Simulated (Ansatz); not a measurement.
Ansatz (a program for electronic structure) input (PBE0/def2-QZVPP):
A basis named .json is the Basis Set Exchange file of that set.

Ansatz 0.2 input:
```yaml
crystal:
  periodic: [false, false, false]
  atoms:
    - {symbol: Si, position_ang: [0.12759042, -0.02251275, -0.08766497]}
    - {symbol: F, position_ang: [0.35522030, -0.78414347, 1.35497197]}
    - {symbol: N, position_ang: [1.47561772, -0.22154179, -0.99559541]}
    - {symbol: N, position_ang: [-0.35561418, 1.63419892, 0.29063995]}
    - {symbol: N, position_ang: [-1.47845352, -0.68158442, -0.50278211]}
    - {symbol: H, position_ang: [1.42903357, 0.11842324, -1.95042284]}
    - {symbol: H, position_ang: [0.42887649, 2.25229716, 0.44389290]}
    - {symbol: H, position_ang: [-1.02782743, 1.74635092, 1.04001957]}
    - {symbol: H, position_ang: [-1.42852723, -1.66445697, -0.74671523]}
    - {symbol: H, position_ang: [-1.87565425, -0.19765360, -1.30004933]}
basis:
  gaussian:
    orbitals: def2-QZVPP.json
hamiltonian:
  xc: {name: PBE0}
total_charge: -1
```

Output:

```
Functional definition: PBE0
integrals: 0.57 GiB planned
1403 factors; their error is unknown
mean field: 4.33 GiB planned
mean field evaluation 1: about -15131.5721 eV, gradient 8.0e1 eV
mean field evaluation 2: about -15095.1342 eV, gradient 1.3e2 eV
mean field evaluation 4: about -15143.5048 eV, gradient 1.1e1 eV
mean field evaluation 8: about -15143.7087 eV, gradient 7.5e-2 eV
mean field evaluation 16: about -15143.7193 eV, gradient 7.4e-5 eV
mean field -15143.71929024 eV, -556.5214191348 hartree, gradient 7.4e-5 eV, S^2 0.000000; 0 other end points of the search recorded, 0 dependent functions left out
reference -15143.71932846 eV, -556.5214205392 hartree; 25, 25 occupied and 423, 423 virtual orbitals, 1403 factors
Total energy: -15143.71932846 eV, -556.5214205392 hartree
```

It need not be the lowest isomer of its formula. Whether it binds its extra electron was not tested at this geometry.
